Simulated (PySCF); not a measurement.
C2H3O, SMILES [CH2]C=O, multiplicity 2. The structure is a stationary point at B3LYP-D3(BJ)/def2-TZVP. The isomer is the one that the SMILES or the coordinates give; other isomers of the formula were not compared.

Level of theory: PySCF 2.14.0 with B3LYP-D3(BJ)/def2-TZVP.

Harmonic wavenumbers (cm⁻¹): 446, 509, 763, 980, 981, 1161, 1399, 1476, 1551, 2940, 3145, 3258. Rotational constants (GHz): 67.55, 11.49, 9.823; symmetry number 1.

Task: Work out the zero-point energy and the ideal-gas rigid-rotor harmonic-oscillator thermochemistry at 298.15 K and 1 atm.

Result: ZPE = ½ Σ hcν = ½ × 18609 cm⁻¹ = 111.31 kJ/mol. H − E(el) = 123.04 kJ/mol. Entropy in J/(mol K): translation 155.67, rotation 89.00, vibration 8.26, spin 5.76, total 258.69. G − E(el) = 45.91 kJ/mol. Cp = 52.48 J/(mol K).
